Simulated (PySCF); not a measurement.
Job for PySCF: R-B3LYP/6-311+G** on CH4O2 (a complex), monomers drawn apart or pushed together.

```python
from pyscf import gto, scf, dft, mp
from pyscf.data.elements import chemcore

mol = gto.M(
    atom='''
    O    -0.15034444    0.43763072   -0.11457981
    H     0.49207440    0.16848233   -0.77929745
    H    -0.52355021   -0.38205229    0.22990852
    C     0.00458516    0.60717001    2.41879472
    O    -0.39931194   -0.51337109    2.57949786
    H     1.08408615    0.84710345    2.41999051
    H    -0.67750094    1.46269446    2.26739492
    ''',
    basis='6-311+g**',
    charge=0, spin=0, verbose=3, max_memory=1800)
mf = dft.RKS(mol, xc='b3lyp')
mf.conv_tol = 1e-8
mf.max_cycle = 100
mf.kernel()
if not mf.converged:
    mf = mf.newton().run(mf.mo_coeff, mf.mo_occ)
```

Output:

```
converged SCF energy = -191.002486344765
```

The calculation finished and met its thresholds.

Cost: roughly 3 core-seconds.
